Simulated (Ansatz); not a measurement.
`C#CB(Cl)Cl` + HI → `ClB(Cl)I` + `C#C`  (ligand exchange at a B–C bond)

Calculated with Ansatz (gas phase, PBE0-D4/def2-TZVP geometries, no zero-point term in ΔE). CCSD(T)/CBS adds triple-zeta CCSD(T) − MP2 to the extrapolated MP2 energy (def2 sets, frozen cores). This one scheme is used for every species. DFT in def2-TZVPP. def2 core potentials past Kr. For I outer-core shells are correlated without core-valence functions, which leaves a few kJ/mol of doubt a bond.

```json
{"level": "LDA (SPW92)", "ΔE (eV)": "0.01"}
{"level": "PBE-D4", "ΔE (eV)": "-0.03"}
{"level": "BLYP-D4", "ΔE (eV)": "0.02"}
{"level": "r2SCAN0-D4", "ΔE (eV)": "-0.03"}
```

(1) What does CCSD(T)/CBS give? (Best estimate.)

Largest T1 diagnostic among the species: 0.013.

Answers

(1) Computed: -0.11 eV. The listed levels differ from it by 0.12, 0.08, 0.13, 0.08 eV.

The D4 term adds −0.04 eV with B3LYP and −0.02 eV with PBE0; it sums over pairs of atoms, weighted by their polarisabilities, and B3LYP, whose exchange is more repulsive, gets the larger term. Leaving LDA and LC-ωPBE aside and taking each functional with its dispersion term where it has one, the values, not all of them listed here, spread over 0.15 eV, from PBE-QIDH to B97M-V.

B3LYP here is the variant with VWN-RPA as its local correlation; programs differ in this.
